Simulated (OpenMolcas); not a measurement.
# Pd5+: moving or changing the point charges

Pd5+ among 6 point charges of -1.7 e arranged as an octahedron (Oh), 1.89 Å from the ion.
```
   1.8900    0.0000    0.0000  -1.70
   0.0000    1.8900    0.0000  -1.70
  -1.8900    0.0000    0.0000  -1.70
   0.0000   -1.8900    0.0000  -1.70
   0.0000    0.0000    1.8900  -1.70
   0.0000    0.0000   -1.8900  -1.70
```

* Program: OpenMolcas 26.06
* Method: CASSCF
* Basis: ANO-RCC-VDZP [6s5p3d1f]
* Scalar Hamiltonian: DKH2, point nucleus
* Active space: 5 electrons in 5 orbitals (4d)
* State averaging: 2S+1 = 6 even, 1 root; 2S+1 = 4 even, 24 roots; 2S+1 = 2 even, 75 roots
* Spin-orbit coupling: RASSI with atomic mean-field integrals over the reference wave functions

Runs around this geometry, states (labels of O, the rotations of Oh). Energies in cm-1 above the lowest state or level, χT in cm3 K/mol; 10Dq and B are least-squares fits to the states below 45000 cm-1, weighted by degeneracy, with a free offset, and given where the rms deviation is under 5 % of |10Dq| (or 100 cm-1) and under 700 cm-1.

```json
{"R (Å)": "2.07", "q (e)": "-1.1", "Ground state": "6A1", "10Dq": "2221", "B (rms of fit)": "1085 (21)", "First gap with spin-orbit (degeneracies)": "0.2 (2, 4)", "χT at 300 K": "4.362", "First state of another spin": "4T1 32398"}
{"R (Å)": "1.89", "q (e)": "-1.7", "Ground state": "6A1", "10Dq": "5389", "B (rms of fit)": "1084 (45)", "First gap with spin-orbit (degeneracies)": "0.6 (2, 4)", "χT at 300 K": "4.360", "First state of another spin": "4T1 30136"}
{"R (Å)": "2.3", "q (e)": "-1.7", "Ground state": "6A1", "10Dq": "2027", "B (rms of fit)": "1086 (19)", "First gap with spin-orbit (degeneracies)": "0.2 (2, 4)", "χT at 300 K": "4.362", "First state of another spin": "4T1 32506"}
```

Taking |10Dq| as R^-n, n = -ln(2027 / 5389) / ln(2.3 / 1.89) = 5.0 between the shortest and longest distance. The point-charge formula for a cubic d site gives n = 5.

Without dynamic correlation the repulsion within the d shell is too large (B by tens of per cent), so at a given field states of lower spin stand too high. Point charges give a weaker field than real ligands, and real ions of this kind are as a rule low spin; the high spin found here belongs to the model. This field is weak: 10Dq is about 2221 cm-1, while octahedral complexes of 4d ions of charge 3 and more, computed by the same method with explicit ligands, had a median near 25000 cm-1. Ground spin and moment need not be those of a real site (figures for R = 2.07, q = -1.1; the like holds for R = 1.89, q = -1.7, R = 2.3, q = -1.7). This is an electrostatic model: the charges have no orbitals. No measured value stands beside these numbers.
